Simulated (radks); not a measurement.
Spherical jellium clusters: N electrons in a uniform positive sphere of charge N and radius rs N^(1/3), rs = 3.9 bohr. Method: non-relativistic Kohn-Sham, LDA (Slater exchange, Perdew-Wang correlation), spin-polarised, spherical densities; computed with a radial shooting solver with Libxc functionals. Levels are named by radial order and angular momentum (1s, 1p, 1d, 2s, ...), and open shells are averaged over m.

N = 12, configuration 1s2 1p6 1d(up 4, down 0). This is the lowest configuration that the search found. Occupied and some empty levels:

| level | occupation | eigenvalue (eV) | <r> (bohr) |
|---|---|---|---|
| 1s up | 1 | -5.1539 | 5.761 |
| 1s down | 1 | -4.8157 | 5.526 |
| 1p up | 3 | -4.0922 | 6.869 |
| 1p down | 3 | -3.6640 | 6.823 |
| 1d up | 4 | -2.7731 | 7.792 |
| 1d down | 0 | -2.3297 | 7.888 |
| 2s up | 0 | -2.2015 | 7.099 |
| 2s down | 0 | -1.9782 | 7.306 |
| 1f up | 0 | -1.3080 | 8.820 |
| 1f down | 0 | -0.90654 | 9.130 |
| 2p up | 0 | -0.90385 | 9.767 |
| 2p down | 0 | -0.70981 | 10.27 |

Energy (eV): total -20.9777, kinetic 22.359, external -515.76, Hartree 253.25, exchange-correlation -44.143, background 263.31.

Electron density:

| r (bohr) | n(r) (e/bohr^3) |
|---|---|
| 0.292 | 0.002242 |
| 1.02 | 0.002423 |
| 1.76 | 0.002785 |
| 2.49 | 0.003282 |
| 3.22 | 0.003839 |
| 3.96 | 0.004358 |
| 4.69 | 0.004717 |
| 5.42 | 0.004792 |
| 6.16 | 0.004497 |
| 6.89 | 0.003837 |
| 7.62 | 0.002936 |
| 8.35 | 0.002000 |
| 9.09 | 0.001218 |
| 9.82 | 0.0006808 |
| 10.6 | 0.0003590 |
| 11.3 | 0.0001799 |
| 12.0 | 0.00008829 |
| 12.8 | 0.00004240 |
| 13.5 | 0.00002007 |
| 14.2 | 9.301e-06 |
